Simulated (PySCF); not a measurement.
**Worked example: dipole moment from atomic charges**

BrGaH2O, SMILES [Br][GaH][OH]. Atoms are numbered in the order given.

```xyz
5

Ga    -0.3838    -0.8839     0.0000
H     -1.8510    -1.3953     0.0000
Br     0.1235     1.3430     0.0000
O      1.0697    -1.9178     0.0000
H      0.8690    -2.8666     0.0000
```

Geometry: TPSSh-D3(BJ)/def2-SVP. The values are those of a single conformer.

Charges (e) from B3LYP/def2-TZVPD run with PySCF:

| atom | ESP fit | IAO |
|---|---|---|
| Ga1 | 0.678 | 0.778 |
| H2 | -0.154 | -0.141 |
| Br3 | -0.233 | -0.243 |
| O4 | -0.657 | -0.753 |
| H5 | 0.366 | 0.360 |

The dipole moment of the full density is 2.79 D.

What dipole moment does each set of point charges give, and which comes closer to that of the density?


μ = Σ q r, and 1 e Å = 4.8032 D.
ESP fit: Σ q r = (-0.389, -0.487, 0.000) e Å, |μ| = 2.99 D.
IAO: Σ q r = (-0.560, -0.405, 0.000) e Å, |μ| = 3.32 D.
ESP fit comes closer in size. Point charges leave out the atoms' own dipoles (lone pairs, polarised bonds); fits to the potential absorb them, partitions of the density don't.
